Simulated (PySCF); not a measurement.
Isomers of C7H12BF side by side.

PySCF, PBE0/def2-SVPD, density fitting, gas phase; each molecule at its own PBE0-D3(BJ)/def2-SVP geometry, one conformer. Singlet excitations by full TDDFT with frozen cores, triplets by Tamm–Dancoff TDDFT and ionisation energies by ΔSCF, from the lowest of the holes tried. 

Torsions of the conformers computed, which needn't be the lowest (atom-mapped SMILES):
- `[CH2:1]=[C:2]1[CH2:3][C@@H:4]([B:5]([CH3:6])[CH3:7])[C@H:8]1[F:9]`: C3–C4–B5–C6 13°

The conformers of `C/C(=C/F)[C@H]1BCCC1`, `F/C=C\[C@@H]1CBCCC1`, `C/C(=C\F)[C@@H]1BCCC1` and `C=C[C@@H]1BC[C@H](F)[C@@H]1C` aren't listed.

Reference: `C/C(=C/F)[C@H]1BCCC1`, with HOMO energy -6.70 eV, LUMO energy -0.82 eV, lowest singlet excitation 4.65 eV, lowest triplet excitation 4.18 eV, mean polarisability 96.3 au and vertical ionisation energy 8.59 eV.

Changes against it:

```json
{"molecule": "C/C(=C\\F)[C@@H]1BCCC1", "Δ electronic energy (kcal/mol)": "+0.3", "Δ HOMO energy (eV)": "0.00", "Δ LUMO energy (eV)": "-0.09", "Δ lowest singlet excitation (eV)": "-0.08", "Δ lowest triplet excitation (eV)": "-0.05", "Δ mean polarisability (au)": "-0.1", "Δ vertical ionisation energy (eV)": "+0.01"}
{"molecule": "C=C[C@@H]1BC[C@H](F)[C@@H]1C", "Δ electronic energy (kcal/mol)": "+1.1", "Δ HOMO energy (eV)": "-0.57", "Δ LUMO energy (eV)": "-0.23", "Δ lowest singlet excitation (eV)": "+0.66", "Δ lowest triplet excitation (eV)": "-0.57", "Δ mean polarisability (au)": "+0.6", "Δ vertical ionisation energy (eV)": "+0.52"}
```

Rows whose labels were lost:

```tsv
row	Δ electronic energy (kcal/mol)	Δ HOMO energy (eV)	Δ LUMO energy (eV)	Δ lowest singlet excitation (eV)	Δ lowest triplet excitation (eV)	Δ mean polarisability (au)	Δ vertical ionisation energy (eV)
P	-1.9	-0.47	+0.06	+0.73	+0.22	+0.1	+0.46
Q	+7.2	-0.67	+0.26	+1.08	-0.10	0.0	+0.62
```

Q: Which row belongs to which of `F/C=C\[C@@H]1CBCCC1` and `C=C1C[C@@H](B(C)C)[C@H]1F`?

A: P = `F/C=C\[C@@H]1CBCCC1` and Q = `C=C1C[C@@H](B(C)C)[C@H]1F`. P and Q are told apart most clearly by the electronic energy (-1.9 against +7.2 kcal/mol).
